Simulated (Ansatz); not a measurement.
Reaction (formal exchange of groups at the Se–C bond): `[SiH3]C[SeH]` + CH₄ → `C[SeH]` + `C[SiH3]`

Calculated with Ansatz (gas phase, PBE0-D4/def2-TZVP geometries, no zero-point term in ΔE). CCSD(T)/CBS adds triple-zeta CCSD(T) − MP2 to the extrapolated MP2 energy (def2 sets, frozen cores). This one scheme is used for every species. DFT in def2-TZVPP. B3LYP here is the variant with VWN-RPA as its local correlation; programs differ in this. HSE06 is defined as in plane-wave codes. For Se outer-core shells are correlated without core-valence functions, which leaves a few kJ/mol of doubt a bond. Scalar relativity is left out up to krypton. One conformer a species, not always the lowest.

| level | ΔE (kcal/mol) | difference from CCSD(T)/CBS |
| --- | --- | --- |
| LDA (SPW92) | 1.3 | -0.3 |
| PBE-D4 | 1.2 | -0.4 |
| revPBE-D4 | 1.3 | -0.3 |
| BLYP-D4 | 1.4 | -0.2 |
| r2SCAN-D4 | 1.0 | -0.6 |
| B97M-V | 0.8 | -0.8 |
| PBE0-D4 | 1.0 | -0.6 |
| B3LYP-D4 | 1.2 | -0.4 |
| r2SCAN0-D4 | 0.8 | -0.8 |
| HSE06-D4 | 1.0 | -0.6 |
| BHLYP-D4 | 1.2 | -0.4 |
| CAM-B3LYP-D4 | 0.7 | -0.9 |
| ωB97X-V | 0.6 | -1.0 |
| ωB97M-V | 0.9 | -0.7 |
| B2PLYP | 0.6 | -1.0 |
| PBE | 0.4 | -1.2 |
| revPBE | -0.1 | -1.7 |
| BLYP | -0.2 | -1.8 |
| r2SCAN | 0.8 | -0.8 |
| PBE0 | 0.3 | -1.3 |
| r2SCAN0 | 0.6 | -1.0 |
| HSE06 | 0.3 | -1.3 |
| BHLYP | -0.2 | -1.8 |
| CAM-B3LYP | -0.1 | -1.7 |
| LC-ωPBE | 0.0 | -1.6 |
| RPA@PBE/def2-TZVPP | 1.1 | -0.5 |
| HF/def2-SVP | -0.7 | -2.3 |
| MP2/def2-SVP | 1.5 | -0.1 |
| CCSD/def2-SVP | 0.8 | -0.8 |
| CCSD(T)/def2-SVP | 1.2 | -0.4 |
| HF/def2-TZVPP | -0.9 | -2.5 |
| MP2/def2-TZVPP | 1.8 | 0.2 |
| SCS-MP2/def2-TZVPP | 1.3 | -0.3 |
| CCSD(T)/def2-TZVPP | 1.2 | -0.4 |
| HF/def2-QZVPP | -0.9 | -2.5 |
| MP2/def2-QZVPP | 2.0 | 0.4 |
| SCS-MP2/def2-QZVPP | 1.4 | -0.2 |
| HF/CBS(def2) | -0.9 | -2.5 |
| MP2/CBS(def2) | 2.2 | 0.6 |
| CCSD/CBS(def2) | 1.2 | -0.4 |
| CCSD(T)/CBS | 1.6 | 0 |

Largest T1 diagnostic among the species: 0.010.

The D4 term adds +1.3 kcal/mol with B3LYP and +0.7 kcal/mol with PBE0; it sums over pairs of atoms, weighted by their polarisabilities, and B3LYP, whose exchange is more repulsive, gets the larger term. In def2-TZVPP, CCSD(T) changes the Hartree–Fock value by +2.1 kcal/mol (the triples alone add +0.4 kcal/mol) and MP2 by +2.6 kcal/mol.
